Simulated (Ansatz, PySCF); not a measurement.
Dimer: HBr (SMILES Br) (first 2 atoms) with Si2H6 (SMILES [SiH3][SiH3]); geometry from B3LYP-D3(BJ)/def2-TZVP, rigid monomers moved along the line of their centres of mass till H2···H6 is 2.28 Å.
(charge 0, multiplicity 1):
```csv
atom,x (Å),y (Å),z (Å)
Br,-0.4993,0.2664,-0.2040
H,0.2614,-0.5713,0.6674
Si,0.8109,-1.0377,4.0204
Si,-0.7177,0.7386,4.1193
H,2.1055,-0.6550,4.6331
H,1.0804,-1.4296,2.6100
H,0.2797,-2.2308,4.7221
H,-0.9503,1.0888,5.5421
H,-2.0051,0.3432,3.5036
H,-0.1759,1.9224,3.4138
```

Counterpoise-corrected where a basis set is named; no monomer relaxation. Rows marked so take none.

Rows in LANL2DZ carry no dispersion term and start afresh at each structure. LANL2DZ brings its own core potentials from Na on.

Programs: Ansatz (Gaussian orbitals); PySCF for LANL2DZ rows, the dispersion terms. Each number belongs to the level named beside it.

Predict the interaction energy from B3LYP/LANL2DZ (no counterpoise).

0 meV

Predict the interaction energy from wB97M-V/def2-TZVPPD.

-57 meV

Predict the interaction energy from PBE-D4/def2-TZVPPD.

-73 meV

Ansatz is an electronic-structure program.
